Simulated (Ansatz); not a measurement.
`C[S][SbH2]` + HI → `[SbH2][I]` + CH₃SH at 298.15 K and 1 bar (ligand exchange at the Sb–S bond).

Computed with Ansatz on PBE0-D4/def2-TZVP structures; ΔE is electronic, products minus reactants. CCSD(T)/CBS is the MP2 limit (def2-TZVPP, def2-QZVPP) plus CCSD(T) − MP2 in def2-TZVPP, frozen cores. This one scheme is used for every species. def2 core potentials past Kr. For I, Sb outer-core shells are correlated without core-valence functions, which leaves a few kJ/mol of doubt a bond.

| species | CCSD(T)/CBS energy (Eh) | H − E (kJ/mol) | S (J/(mol·K)) |
| --- | --- | --- | --- |
| `C[S][SbH2]` | -678.84952 | 155.5 | 339.3 |
| HI | -298.03592 | 22.7 | 206.5 |
| `[SbH2][I]` | -538.67582 | 49.0 | 298.5 |
| CH₃SH | -438.22835 | 133.0 | 253.2 |

H − E and S are ideal-gas, rigid-rotor, harmonic terms from PBE0-D4/def2-TZVP. 1 Eh = 2625.50 kJ/mol, R = 8.31446 J/(mol·K).

**Question.** By hand: ΔE, ΔH, ΔS and ΔG.

**Answer.** ΔE = (-538.67582) + (-438.22835) − (-678.84952) − (-298.03592) = -0.01873 Eh = -49.2 kJ/mol. Δ(H − E) = 49.0 + 133.0 − 155.5 − 22.7 = 3.8, so ΔH = -45.4 kJ/mol. ΔS = 298.5 + 253.2 − 339.3 − 206.5 = 5.9 J/(mol·K). ΔG = -45.4 − 298.15 × (5.9)/1000 = -47.2 kJ/mol.

**Question.** By hand: the equilibrium constant, and the temperature at which ΔG would vanish if ΔH and ΔS stayed fixed.

**Answer.** log₁₀ K = −ΔG/(RT ln 10) = 8.3. ΔH and −TΔS have one sign here, so there is no such temperature.

The number of gas molecules stays the same, so ΔS is small and ΔH decides. A doubt of 5 kJ/mol in ΔE shifts log₁₀ K by 0.9 here. Modes under 60 cm⁻¹, often nearly free rotors, make the harmonic entropy too high. These are equilibria of isolated gas molecules and say nothing of rates. Largest T1 diagnostic: 0.013 (customary marks: 0.02 for closed shells, 0.045 for open ones).

ΔS is within the doubt of such terms, so its sign, and with it that verdict, could turn.
